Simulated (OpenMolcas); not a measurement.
An atom or ion with 15 electrons was computed by XMS-RASPT2, IPEA 0.25 Eh, imaginary shift 0.1 Eh with spin-orbit coupling (OpenMolcas, ANO-RCC-VTZP, DKH2). The lowest levels that the run gave, each within 12 % of the measured value where one is at hand:

```json
{"J": "3/2", "Parity": "odd", "E (cm-1)": "0.0", "g": "2.002"}
{"J": "3/2", "Parity": "odd", "E (cm-1)": "21920", "g": "0.803"}
{"J": "5/2", "Parity": "odd", "E (cm-1)": "22020", "g": "1.200"}
{"J": "1/2", "Parity": "odd", "E (cm-1)": "36240", "g": "0.666"}
{"J": "3/2", "Parity": "odd", "E (cm-1)": "36350", "g": "1.331"}
{"J": "5/2", "Parity": "even", "E (cm-1)": "118240", "g": "1.601"}
{"J": "3/2", "Parity": "even", "E (cm-1)": "119110", "g": "1.735"}
{"J": "1/2", "Parity": "even", "E (cm-1)": "119610", "g": "2.670"}
{"J": "3/2", "Parity": "even", "E (cm-1)": "149910", "g": "0.800"}
{"J": "5/2", "Parity": "even", "E (cm-1)": "149940", "g": "1.201"}
```

Problem. Which ion is it, and what are the configurations and terms?

Solution. Ar³⁺ (Z = 18, charge +3; active space 5 electrons in 9 orbitals (RAS2 3s 3p; RAS3 3d, at most 2 electrons)). J, parity and g give the terms where levels are pure, and mixed ones are named by the computed weights; the size of the splittings, set against known spectra of the 15-electron sequence, gives the charge. In order, with the measured energies in cm-1 (Saloman, J. Phys. Chem. Ref. Data 39, 033101 (2010)): 3s2 3p3 4S* 3/2, 3s2 3p3 2D* 3/2 (21091), 3s2 3p3 2D* 5/2 (21220), 3s2 3p3 2P* 1/2 (34855), 3s2 3p3 2P* 3/2 (35032), 3s 3p4 4P 5/2 (117563), 3s 3p4 4P 3/2 (118516), 3s 3p4 4P 1/2 (119043), 3s 3p4 2D 3/2 (145921), 3s 3p4 2D 5/2 (145999).

CASPT2 does not keep the components of a term degenerate, so their means are used; among the terms shown or strongly mixed into the levels shown the widest spread is 290 cm-1 (3s 3p4 2D). The run also gave levels led by 3s2 3p2 3d, which use shells meant for correlation; these and all levels above them are left out. Some terms mix strongly with configurations of 3d, whose occupation reaches 0.26 (3s 3p4 2D). Measured partners are found by configuration, term and J. A level has none where our copy of the source lacks it or the pairing is in doubt (some pairs that miss far off the trend of their configuration count as doubtful), and it then counts in no deviation. Levels of configurations outside the active space are missing.

* marks odd parity.
